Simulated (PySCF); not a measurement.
Compound: C2H4BF2N.
SMILES: `C/N=C\B(F)F`

Computed, not measured: MP2 and CCSD/aug-cc-pVDZ in PySCF, restricted Hartree–Fock reference, frozen core, non-relativistic, gas phase, PBE0-D3(BJ)/def2-SVP geometry.

E(HF) = -356.21313 Eh.

**Question.** How large is the problem?

**Answer.** 174 basis functions and 46 electrons; 6 orbitals frozen, which leaves o = 17 correlated occupied and v = 151 virtual orbitals. That is o·v = 2567 singles and o·v(o·v + 1)/2 = 3296028 distinct closed-shell doubles amplitudes before symmetry; the costliest CCSD step grows as o²v⁴ = 1.5 × 10^11.

**Question.** What are the MP2 and CCSD correlation energies?

**Answer.** MP2 -0.9323 Eh and CCSD -0.9671 Eh, which gives totals of -357.14542 and -357.18026 Eh. That is 0.774 eV for each correlated electron at CCSD (2539 kJ/mol in all, 0.271 % of the total energy); MP2 gives 96.4 % of the CCSD value.

**Question.** What is the T1 diagnostic?

**Answer.** 0.0139, below the customary warning level of 0.02. It is the norm of the spatial-orbital singles amplitudes over the root of the number of correlated electrons, so the norm is 0.081.

**Question.** How does correlation change the dipole moment?

**Answer.** HF gives 0.68 D and CCSD (unrelaxed density) 0.66 D, a change of -0.02 D; the two vectors are 11° apart.

Connected triples and the basis-set limit are missing.

The job also held the EOM ionisation roots. Hardware: one thread, Arm Neoverse V1 (aarch64), shared host with 32 logical CPUs at a one-minute load of 43. Cost: 12 min wall, 3.0 GiB resident at most.

The values belong to the conformer `[CH3:1]/[N:2]=[CH:3]\[B:4]([F:5])[F:6]`: N2–C3–B4–F5 171°.
